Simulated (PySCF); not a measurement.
```xyz
6

Cl     2.4902    -0.8710     0.8990
Si     1.0304     0.4003     0.2113
Si    -1.0304    -0.4003     0.3174
Cl    -2.4902     0.8711    -0.3704
H      1.2625     1.7321     0.8311
H     -1.2625    -1.7320    -0.3025
```

Charge 0, multiplicity 1.

Q: Give the Mulliken and meta-Löwdin atomic charges from PySCF 2.14.0 with PBE-D3(BJ)/def2-TZVP // PBE0-D3(BJ)/def2-TZVP.

A: 
```json
[
 {"atom": "Cl1", "Mulliken (e)": "-0.19", "meta-Löwdin (e)": "-0.23"},
 {"atom": "Si2", "Mulliken (e)": "0.17", "meta-Löwdin (e)": "0.27"},
 {"atom": "Si3", "Mulliken (e)": "0.17", "meta-Löwdin (e)": "0.27"},
 {"atom": "Cl4", "Mulliken (e)": "-0.19", "meta-Löwdin (e)": "-0.23"},
 {"atom": "H5", "Mulliken (e)": "0.01", "meta-Löwdin (e)": "-0.04"},
 {"atom": "H6", "Mulliken (e)": "0.01", "meta-Löwdin (e)": "-0.04"}
]
```
